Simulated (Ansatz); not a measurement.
Reaction (ligand exchange at the Al–C bond): `[AlH2][CH2]CI` + `O=CN[SiH3]` → `O=C[N]([AlH2])[SiH3]` + `CCI`

Gas-phase electronic energies from Ansatz, PBE0-D4/def2-TZVP geometries. CCSD(T)/CBS adds triple-zeta CCSD(T) − MP2 to the extrapolated MP2 energy (def2 sets, frozen cores). Functionals use def2-TZVPP. B3LYP here is the variant with VWN-RPA as its local correlation; programs differ in this. def2 core potentials past Kr. For I outer-core shells are correlated without core-valence functions, which leaves a few kJ/mol of doubt a bond. Each species was taken in one conformer, which may not be the lowest.

`[AlH2][CH2]CI`:

Cartesian coordinates in Å:
```
Al -0.552 -1.113 -1.289
C -0.445 0.407 -0.037
C 0.745 0.376 0.874
I 0.839 2.062 2.246
H 0.565 -2.242 -1.273
H -1.769 -1.182 -2.304
H -0.460 1.326 -0.636
H -1.380 0.425 0.536
H 0.761 -0.487 1.536
H 1.696 0.429 0.347
```

`O=CN[SiH3]`:

Cartesian coordinates in Å:
```
O -1.935 -0.102 0.377
C -1.117 -0.965 0.158
N 0.189 -0.689 -0.083
Si 0.721 0.989 -0.077
H -1.376 -2.040 0.138
H 0.805 -1.467 -0.256
H 0.034 1.763 -1.135
H 0.505 1.606 1.250
H 2.174 0.905 -0.371
```

`O=C[N]([AlH2])[SiH3]`:

Cartesian coordinates in Å:
```
O -1.319 1.549 1.141
C -0.990 1.166 0.040
N -0.112 0.132 -0.164
Al 0.356 -0.417 -1.827
Si 0.459 -0.541 1.374
H -1.388 1.636 -0.878
H -0.310 0.371 -3.022
H 1.369 -1.615 -1.951
H -0.657 -1.119 2.156
H 1.204 0.468 2.160
H 1.388 -1.629 0.969
```

`CCI`:

```xyz
8

C     0.584    0.544   -0.204
C    -0.476   -0.516   -0.055
I    -1.221   -0.637    1.957
H     0.931    0.567   -1.243
H     1.444    0.341    0.436
H     0.199    1.533    0.047
H    -0.106   -1.515   -0.274
H    -1.356   -0.318   -0.664
```

(1) Is it downhill or uphill in electronic energy at CCSD(T)/CBS, and by how much? (An estimate is asked.)

(2) What do these levels give: r2SCAN-D4, PBE0-D4, B3LYP-D4, ωB97M-V, HF/def2-TZVPP, SCS-MP2/def2-TZVPP, CCSD/def2-TZVPP, CCSD(T)/def2-TZVPP, MP2/def2-QZVPP, SCS-MP2/def2-QZVPP, MP2/CBS(def2), CCSD/CBS(def2)? (Estimate.)

Largest T1 diagnostic among the species: 0.015.

## Answers

(1) Ansatz gave: Downhill: ΔE = -103.9 kJ/mol.

(2) The calculation gave: r2SCAN-D4 -98.6, PBE0-D4 -95.5, B3LYP-D4 -99.7, ωB97M-V -101.0, HF/def2-TZVPP -103.9, SCS-MP2/def2-TZVPP -108.2, CCSD/def2-TZVPP -105.8, CCSD(T)/def2-TZVPP -106.4, MP2/def2-QZVPP -106.6, SCS-MP2/def2-QZVPP -106.9, MP2/CBS(def2) -105.4, CCSD/CBS(def2) -103.4 kJ/mol.

The D4 term adds −3.9 kJ/mol with B3LYP and −2.0 kJ/mol with PBE0; it sums over pairs of atoms, weighted by their polarisabilities, and B3LYP, whose exchange is more repulsive, gets the larger term. From PBE to PBE0 (25 % exact exchange), in def2-TZVPP and without D4, ΔE moves by −3.7 kJ/mol.
